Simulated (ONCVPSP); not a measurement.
**Configuration tests for carbon (C) (ONCV)**

- Element: carbon (C)
- Generator: ONCVPSP 4.0.1
- Type: optimised norm-conserving Vanderbilt (ONCV)
- Functional: LDA (Perdew-Wang 92)
- Relativity: scalar-relativistic
- Frozen core: [He]
- Valence charge: 4
- Reference configuration: 2s2 2p2
- Partial waves: 2s: rc 1.35 bohr, ncon 4, nbas 7, qcut 5.8 1/bohr, 2 projectors, debl 1.1 Ha; 2p: rc 2.45 bohr, ncon 4, nbas 8, qcut 4.9 1/bohr, 2 projectors, debl 3.7 Ha; d scattering state at 0.19 Ha: rc 1.85 bohr, ncon 4, nbas 8, qcut 6 1/bohr, 2 projectors, debl 2.8 Ha
- Local potential: polynomial inside 1.20 bohr (lpopt 5, dvloc0 2 Ha)
- Core correction: polynomial model core, fcfact 0.7

Energies are relative to the spin-unpolarised reference configuration 2s2 2p2; without spin polarisation the order of configurations can differ from experiment.

| valence configuration | charge | ΔE all-electron (eV) | error AE − PS (meV) |
| --- | --- | --- | --- |
| 2s2 2p1 | +1 | 10.985 | +91 |
| 2s2 2p0 | +2 | 35.243 | +754 |
| 2s1 2p0 | +3 | 83.209 | +1429 |
| 2s2 2p1.5 | +0.5 | 4.027 | +14 |

Levels in the configuration 2s2 2p1.5:

```tsv
level	all-electron (eV)	pseudo (eV)
2s	-19.244	-19.231
2p	-10.844	-10.773
```
